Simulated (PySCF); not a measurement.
## Computed structure and properties of [BiBr2]+

System: [BiBr2]+ (singlet); start: displaced along the imaginary mode (C2v). Method: PySCF 2.14.0, RKS PBE, Bi def2-SVP with ECP60, Br def2-SVP; non-relativistic Hamiltonian with scalar-relativistic core potentials where named; density fitting; no spin-orbit coupling.

Input of the relaxation:

```python
mol = gto.M(atom='''
Bi     0.00017     0.18882    -0.00000
Br    -0.00023    -0.25000     2.64099
Br    -0.00023    -0.25000    -2.64099''',
    basis={'Bi': 'def2-SVP', 'Br': 'def2-SVP'},
    ecp={'Bi': 'def2-SVP'},
    charge=1, spin=0)
mf = dft.RKS(mol, xc='PBE')
mf.grids.atom_grid = (50, 194)
mf = mf.density_fit()  # fitting sets: Bi def2-universal-JKFIT, Br def2-universal-JKFIT
mf.conv_tol = 1e-08; mf.max_cycle = 55
mf.kernel(dm0)  # dm0: converged density of the start geometry
# quasi-Newton relaxation in Cartesian coordinates to a largest gradient under 0.00045 Eh/bohr, steps kept in the point group
```

Run from Python with OMP_NUM_THREADS=2; the lines above give its settings. Where DIIS fails, smearing, a level shift and second-order steps follow.
It took 23 s on 2 threads of Arm Neoverse V1, with other jobs on the host, from the converged density of the start.

Course of the relaxation:

```json
{"step": "0", "energy above end (eV)": "1.0233", "largest force component within the symmetry (eV/Å)": "0.611"}
{"step": "1", "energy above end (eV)": "0.7953", "largest force component within the symmetry (eV/Å)": "0.614"}
{"step": "2", "energy above end (eV)": "0.5581", "largest force component within the symmetry (eV/Å)": "0.900"}
{"step": "3", "energy above end (eV)": "0.2532", "largest force component within the symmetry (eV/Å)": "1.041"}
{"step": "4", "energy above end (eV)": "0.0579", "largest force component within the symmetry (eV/Å)": "0.426"}
{"step": "5", "energy above end (eV)": "0.0013", "largest force component within the symmetry (eV/Å)": "0.080"}
{"step": "6", "energy above end (eV)": "0.0006", "largest force component within the symmetry (eV/Å)": "0.090"}
{"step": "7", "energy above end (eV)": "-0.0002", "largest force component within the symmetry (eV/Å)": "0.012"}
{"step": "8", "energy above end (eV)": "0.0000", "largest force component within the symmetry (eV/Å)": "0.002"}
```

Relaxed geometry (C2v):

```xyz
3

Bi    0.0009    0.9683    0.0000
Br   -0.0006   -0.6397    1.9821
Br   -0.0006   -0.6397   -1.9821
```

```tsv
contact	Å
Bi1–Br2 (Br)	2.552
Bi1–Br3 (Br)	2.552
```

On the finer grid (75, 302):

```yaml
HOMO: -12.38 eV
LUMO: -10.45 eV
Dipole_about_the_centre_of_mass: 2.54 D
Set_of_Mulliken_populations_of_Bi1_outside_the_core_potential: s 3.94, p 7.92, d 10.15
D3_BJ_dispersion_energy_not_in_the_energies: -0.102 eV
```

```csv
atom,Mulliken (e),Löwdin (e),spin (e)
Bi1,0.99,0.76,0.00
Br2,0.00,0.12,0.00
Br3,0.00,0.12,0.00
```

A rough frequency check found all modes real, so this is a minimum.

Taking off one Br (charge -1, singlet; the rest: singlet) in vacuum, both parts rigid, costs 14.80 eV; the small basis without counterpoise inflates it. Most of it is the attraction of opposite charges; other ways to part are cheaper, and one spin state was tried for the rest.

Rigid scan of Br along the line from its metal:

```tsv
distance to Br2 (Å)	energy (eV)
2.25	0.877
2.35	0.337
2.45	0.073
2.55	0.000
2.65	0.056
2.75	0.197
2.95	0.614
3.25	1.326
3.65	2.144
4.15	2.841
```

One start shape was tried, so this needn't be the lowest isomer.
